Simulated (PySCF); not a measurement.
## Two-component Hartree-Fock for In²⁺ (indium, charge +2)

Start: [Kr] 4d10 5s1; 5s1/2 filled at m_j = +1/2. Calculated with PySCF 2.14 in x2c-SVPall-2c with one added diffuse shell each of s, p type (7s9p4d, 54 functions): generalised Hartree-Fock with the X2C-1e Hamiltonian and a Gaussian nucleus; one run each with spin-orbit coupling (SO) switched off, then screened by Boettger's factors. This is a chosen level, not necessarily the ground level.

| spinor shell | electrons | ε, spin-free (eV) | ε, screened SO (eV) | weight of nominal j (screened SO) | rms radius, screened SO (bohr) |
| --- | --- | --- | --- | --- | --- |
| 1s1/2 | 2 | -28096.2 | -28093.9 | 1.000 | 0.0341 |
| 2s1/2 | 2 | -4312.6 | -4311.9 | 1.000 | 0.139 |
| 2p1/2 | 2 | -3866.8 | -4013.2 | 1.000 | 0.120 |
| 2p3/2 | 4 | -3866.8 | -3799.7 | 1.000 | 0.125 |
| 3s1/2 | 2 | -872.42 | -872.24 | 1.000 | 0.371 |
| 3p1/2 | 2 | -722.57 | -749.83 | 1.000 | 0.365 |
| 3p3/2 | 4 | -722.57 | -709.99 | 1.000 | 0.376 |
| 3d3/2 | 4 | -490.35 | -494.99 | 1.000 | 0.351 |
| 3d5/2 | 6 | -490.35 | -487.09 | 1.000 | 0.353 |
| 4s1/2 | 2 | -162.78 | -162.75 | 1.000 | 0.907 |
| 4p1/2 | 2 | -115.79 | -120.53 | 1.000 | 0.972 |
| 4p3/2 | 4 | -115.79 | -113.60 | 1.000 | 0.998 |
| 4d3/2 | 4 | -45.728 | -46.262 | 0.980 | 1.26 |
| 4d5/2 | 6 | -45.728 | -45.358 | 0.987 | 1.27 |
| 5s1/2 | 1 | -26.828 | -26.830 | 1.000 | 2.59 |

```json
{"quantity": "E (hartree)", "spin-free": "-5876.20617", "screened SO": "-5877.45742"}
{"quantity": "M_J", "spin-free": "1/2", "screened SO": "1/2"}
{"quantity": "⟨J²⟩", "spin-free": "0.751", "screened SO": "0.751"}
{"quantity": "⟨L²⟩", "spin-free": "0.000", "screened SO": "0.014"}
{"quantity": "⟨S²⟩", "spin-free": "0.751", "screened SO": "0.765"}
```

Each row is a mean over spinors that exchange with the open shell spreads, by up to 0.423 eV (4s1/2).

Breit and QED terms are absent; they matter most for the inner s and p1/2 levels.

Densities and radii are taken from the X2C orbitals without a picture-change correction, which distorts them close to the nucleus.

Without spin-orbit coupling the j labels of p, d and f shells carry no meaning; the spin-free column gives the mean over the occupied spinors of each nl shell.
